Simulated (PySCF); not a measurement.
# Worked example: oscillator strength and radiative lifetime

Sn(H)(NMe2) (C2H7NSn), SMILES C[N](C)[SnH] (connectivity only; charge and spin as stated), neutral, multiplicity 1.

The structure is a stationary point at B3LYP-D3(BJ)/def2-SVP. The structure was generated by enumeration; whether it is a known compound was not checked. The def2 effective core potentials stand for the cores of Sn; spin–orbit coupling is left out.

TDDFT-PBE/def2-SVPD (PySCF) puts the first singlet state with f over 0.02 at 3.60 eV (vertical), with the transition dipole (0.000, 1.224, 0.000) in atomic units.

Question: Find the oscillator strength, the wavelength and the radiative lifetime that this transition would have in vacuum if emission retraced absorption.

Answer: 
|μ|² = 1.4982 au, so |μ| = 3.11 D. ΔE = 3.60/27.211 = 0.1323 hartree. f = (2/3) ΔE |μ|² = 0.132 (the program prints 0.132).
λ = 1239.84/3.60 = 344 nm; ν = 29036 cm⁻¹.
Einstein's coefficient A = 0.6670 ν² f s⁻¹ (ν in cm⁻¹) = 7.4e7 s⁻¹, so τ = 1/A = 13 ns. This state is S2; the lower singlet has f = 0.016. The figure is the radiative limit of this one transition; relaxation, internal conversion, crossing to triplets and a medium change what is measured.
